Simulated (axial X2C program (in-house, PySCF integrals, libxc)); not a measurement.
## Testing model relations on PdH⁻

A bond curve at the PBE0 level, with spin–orbit coupling, was computed with an in-house relativistic program for diatomic molecules (basis Pd dyall-acv3z [13s13p9d5f3g], H dyall-av3z [7s3p2d] (cores contracted in-house)) for the state Ω = 0 (closed shell). Its fit gives Re = 1.5392 Å, ωe = 1913.1 cm⁻¹, ωexe = 49.1 cm⁻¹ and αe = 2.728e-01 cm⁻¹; the masses are 105.9035 and 1.0078 u. Two-component means X2C with spin–orbit coupling and atomic mean-field Coulomb and Gaunt terms.

Problem. Find the reduced mass, Be and the force constant.

Solution. From the PBE0 values: μ = 0.9983 u. Be = 16.8576/(μ Re²) = 7.128 cm⁻¹. k = 5.8918×10⁻⁷ μ ωe² = 2.15 mdyn/Å.

Problem. Scale the constants to the deuteride (D 2.0141 u) within the Born–Oppenheimer picture.

Solution. ρ = √(μH/μD) = 0.7107; ωe = 1359.6, ωexe = 24.8, Be = 3.6 cm⁻¹; the zero-point energy falls by 271 cm⁻¹.

Problem. A Morse curve ties αe to the other constants (Pekeris). How well does that hold?

Solution. αe(Morse) = 6Be²/ωe × (√(ωexe/Be) − 1) = 2.589e-01 cm⁻¹; the PBE0 curve gives 2.728e-01 cm⁻¹, a ratio of 0.95.

Problem. Where do the fundamental and the first overtone lie?

Solution. ν(1←0) = ωe − 2ωexe = 1814.9 cm⁻¹; ν(2←0) = 2ωe − 6ωexe = 3531.6 cm⁻¹.

Problem. Estimate the centrifugal constant by the Kratzer relation.

Solution. D = 4Be³/ωe² = 3.96e-04 cm⁻¹.

One determinant describes the state; a PBE0 search over occupations chose it and may have missed a lower one. The highest occupied level of some functionals is positive through self-interaction error; at Hartree–Fock it is bound.
